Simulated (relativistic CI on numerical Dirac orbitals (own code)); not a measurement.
Spin-allowed bands of a d2 ion in an octahedral site, by hand

Problem. Take Δ = 15500 cm⁻¹ and B = 400 cm⁻¹ for a d2 ion in an octahedral site. Calculate the three spin-allowed bands.

Working.
1. The terms of highest spin are 3F (energy 0) and 3P (15B = 6000 cm⁻¹). Here the F term splits into A2 at +1.2Δ = 18600, T2 at +0.2Δ = 3100 and T1 at −0.6Δ = -9300 cm⁻¹.
2. The two T1 states mix through the element 0.4Δ: H = [[-9300, 6200], [6200, 6000]], with roots ½(H₁₁ + H₂₂) ∓ ½√[(H₂₂ − H₁₁)² + 4H₁₂²] = ½(-3300) ∓ ½(19694) = -11497 and 8197 cm⁻¹.
3. The ground term is 3T1 at -11497 cm⁻¹.
4. Bands: 3T2 14597 cm⁻¹ (685 nm), 3T1(P) 19694 cm⁻¹ (508 nm), 3A2 30097 cm⁻¹ (332 nm).

Check. Exact diagonalisation of the whole d2 shell with these parameters gives 3T2 14597, 3T1 19694, 3A2 30097 cm⁻¹. The match is exact, since without spin-orbit coupling no other term has this spin. The ratio of the second band to the first, 1.349, depends on Δ/B = 38.8 alone, which is how a Tanabe-Sugano diagram is read.
